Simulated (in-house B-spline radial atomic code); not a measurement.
How numerical settings move a run on Nd, [Xe] 4f4 6s2. Computed with a B-spline radial code for spherical atoms: scalar-relativistic (X2C) AM05, spin-polarised, spherical fractional occupations, Fermi nucleus of rms radius 4.9123 fm.

Command:
```bash
python run_scf.py task.json out
```
Settings of the sound reference run:
```
Z                60
electrons        60
configuration    [Xe] 4f4 6s2
hamiltonian      x2c
method           am05
spin_polarised   True
nucleus          fermi
rms_radius       4.9123
mass_number      142
atomic_mass      141.9077
speed_of_light   137.036
knot_spacing     0.22
spline_order     8
gauss_points     12
box_radius       50
max_iterations   70
damping          0.5
damped_steps     3
diis_vectors     10
tolerance        1e-08
start            Thomas-Fermi
```

Run time, properties included: 0.42 s on 1 thread of AMD EPYC 7R43 64-Core Processor, with other jobs on the host.

It converges in 11 iterations to -9616.012232 hartree, with 4f up at -2.64352 eV. The other runs change the listed settings, some to values that make no sense; their results aren't properties of the atom or ion. Radii are in bohr (the nuclear one in fm), a minus after a letter asks for a j subshell, and «unchanged» means within 1e-8 hartree. The run stops when the residual is below 10 × tolerance × max(1, Z/10), or a noise floor if that is larger, and the energy moves by less than 1e-8 × √|E| hartree; so very loose and very tight tolerances often act alike.

```tsv
changed settings	outcome
spline_order = 10, gauss_points = 4, max_iterations = 75, tolerance = 1e-13	not converged after 75 iterations, last residual 8.6e+02, last energy +5.93e+05 hartree from the reference
electrons = 61, configuration = [Xe] 4f4 6s3, max_iterations = 60	stopped with error: shell 6s holds at most 1 electrons (per spin)
tolerance = 1e-13	converged in 12 iterations, energy unchanged, 4f up level +3.3e-05 eV
first_knot = 1.67e-06	converged in 11 iterations, energy +6.61e-06 hartree from the reference, 4f up level -4.7e-06 eV
first_knot = 0.000167	converged in 11 iterations, energy -1.29e-05 hartree from the reference, 4f up level -1.3e-06 eV
tolerance = 1e-06	converged in 10 iterations, energy unchanged, 4f up level -3.9e-04 eV
first_knot = 0.05	converged in 11 iterations, energy +1.04e+01 hartree from the reference, 4f up level -2.4e-02 eV
max_iterations = 12	converged in 11 iterations, energy unchanged
electrons = 61, configuration = [Xe] 4f4 6s2 7p-1, max_iterations = 60	stopped with error: j subshells need the Dirac Hamiltonian and l > 0
first_knot = 0.0167	converged in 11 iterations, energy +8.52e-01 hartree from the reference, 4f up level -2.1e-03 eV
max_iterations = 3	not converged after 3 iterations, last residual 8.1e-02, last energy +3.43e-01 hartree from the reference
box_radius = 100, max_iterations = 100, tolerance = 1e-13	converged in 12 iterations, energy -1.64e-07 hartree from the reference, 4f up level +3.2e-05 eV
hamiltonian = dirac, method = hf, spin_polarised = False, speed_of_light = 30.01088	stopped with error: Z/c is past the critical charge
first_knot = 0.005	converged in 11 iterations, energy -3.66e-01 hartree from the reference, 4f up level +9.0e-04 eV
```

Problem. What happens with max_iterations = 8?

Solution. Not converged after 8 iterations, last residual 3.0e-04, last energy +4.18e-06 hartree from the reference.

Problem. What happens with max_iterations = 2?

Solution. Not converged after 2 iterations, last residual 6.6e-01, last energy +1.38e+01 hartree from the reference.

Problem. What happens with knot_spacing = 1.4, gauss_points = 8, max_iterations = 75?

Solution. Converged in 10 iterations, energy +5.83e+02 hartree from the reference, 4f up level -1.8e+02 eV (the program warns: 4s up reaches the box edge; 4s down reaches the box edge).

Problem. What happens with first_knot = 1.67e-05?

Solution. Converged in 11 iterations, energy -1.79e-06 hartree from the reference, 4f up level +9.3e-06 eV.
